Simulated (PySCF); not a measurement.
## Mayer bond orders and bond lengths

Compound: C₅H₁₅AlO.
Atom-mapped SMILES: `[CH3:1][CH2:2][CH2:3][CH2:4][O+:5]([CH3:6])[AlH3-:7]` (hydrogens: H8, H9, H10 on C1; H11, H12 on C2; H13, H14 on C3; H15, H16 on C4; H17, H18, H19 on C6; H20, H21, H22 on Al7)

Cartesian coordinates in Å at the PBE0-D3(BJ)/def2-SVP level; atoms count from 1:
```xyz
22
C5H15AlO angstrom
C     -3.252    0.513   -0.319
C     -2.061    0.260    0.591
C     -0.768    0.018   -0.176
C      0.402   -0.227    0.753
O      1.643   -0.377    0.055
C      1.884   -1.640   -0.542
Al     2.818    1.218   -0.143
H     -3.438   -0.346   -0.983
H     -3.083    1.394   -0.958
H     -4.170    0.692    0.260
H     -1.924    1.121    1.269
H     -2.271   -0.607    1.243
H     -0.899   -0.842   -0.855
H     -0.530    0.891   -0.807
H      0.553    0.627    1.431
H      0.252   -1.125    1.376
H      1.134   -1.856   -1.319
H      1.861   -2.427    0.228
H      2.880   -1.592   -0.998
H      3.995    0.527   -0.987
H      3.079    1.555    1.405
H      1.828    2.219   -0.919
```

Bond orders from the PBE0/pcSseg-1 density (PySCF). The structure is a single PBE0-D3(BJ)/def2-SVP conformer in the gas phase; no vibrational or solvent corrections.

Question: How far do the computed orders between heavy atoms stray from the drawn ones?

Answer: The largest departure is 0.731, at O5–Al7 (drawn single, 0.269). Drawn single, order below 0.88: C4–O5 (0.781), O5–C6 (0.844) and O5–Al7 (0.269). The SMILES, with its formal charges, is one Lewis structure only.

Question: Give the Mayer order of every bond between heavy atoms, beside its length.

Answer: 
```
  bond  drawn as  length (Å)  Mayer order
 C1–C2    single       1.520        1.063
 C2–C3    single       1.523        1.025
 C3–C4    single       1.513        1.042
 C4–O5    single       1.432        0.781
 O5–C6    single       1.418        0.844
O5–Al7    single       1.991        0.269
```

By pair of heavy elements: C–C: lowest C2–C3 (1.025, 1.523 Å), highest C1–C2 (1.063, 1.520 Å); in 1 of the 3 pairs the longer bond (by over 0.003 Å) has the higher order (by 0.02 or more). C–O: lowest C4–O5 (0.781, 1.432 Å), highest O5–C6 (0.844, 1.418 Å).

Question: And the bonds to hydrogen?

Answer: C–H: 0.93 to 0.97 (12 bonds); Al–H: 0.85 to 0.87 (3 bonds).

Question: Sum the orders of all bonds at each heavy atom with more than one neighbour and set the sums beside the valence in the SMILES.

Answer: C1 3.960 (drawn 4), C2 3.985 (drawn 4), C3 3.936 (drawn 4), C4 3.712 (drawn 4), O5 1.894 (drawn 3), C6 3.719 (drawn 4), Al7 2.871 (drawn 4). Orders between atoms that aren't bonded are not in these sums.

The Mayer order sums products of elements of PS (density times overlap matrix) between the two atoms' basis functions, so it depends on the basis set.

These values come from a run that also computed NMR shieldings. Hardware: Arm Neoverse V1, one thread, shared host. Cost: 51 s of wall time, 0.87 GiB resident at most.
